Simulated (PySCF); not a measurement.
# PBE on Mn (manganese, neutral)

Configuration: [Ar] 3d5 4s2, high-spin 6S determinant. All numbers are calculated (PySCF 2.14, the non-relativistic Hamiltonian (point nucleus), in def2-SVP).

```json
{
 "Total energy": "-1150.560 hartree",
 "One-electron energy": "-1584.517 hartree",
 "Hartree (Coulomb) energy": "485.748 hartree",
 "Exchange-correlation energy": "-51.792 hartree",
 "Kinetic energy": "1148.81619 hartree",
 "⟨S²⟩": "8.7612",
 "⟨L²⟩": "0.000",
 "Sum of ⟨r⟩": "21.58 bohr",
 "Sum of ⟨r²⟩": "40.82 bohr²",
 "Density at the nucleus (Gaussians lack the cusp)": "9930 bohr⁻³",
 "Spin density at the nucleus": "0.659 bohr⁻³",
 "Langevin diamagnetic susceptibility": "-32.3 ×10⁻⁶ cm³/mol",
 "Time after the integrals": "0.66 s of wall time on 1 thread of Neoverse-N1 (shared host)"
}
```

```tsv
shell	electrons	mean orbital energy (eV)	rms radius, mean of both spins (bohr)
1s α	1	-6373.3	0.0713
1s β	1	-6373.3	0.0713
2s α	1	-732.98	0.306
2s β	1	-730.94	0.306
2p α	3	-628.37	0.275
2p β	3	-626.82	0.275
3s α	1	-85.446	0.926
3s β	1	-80.242	0.926
3p α	3	-55.564	0.993
3p β	3	-50.451	0.993
3d α	5	-8.063	1.29
4s α	1	-5.226	3.48
4s β	1	-4.336	3.48
```
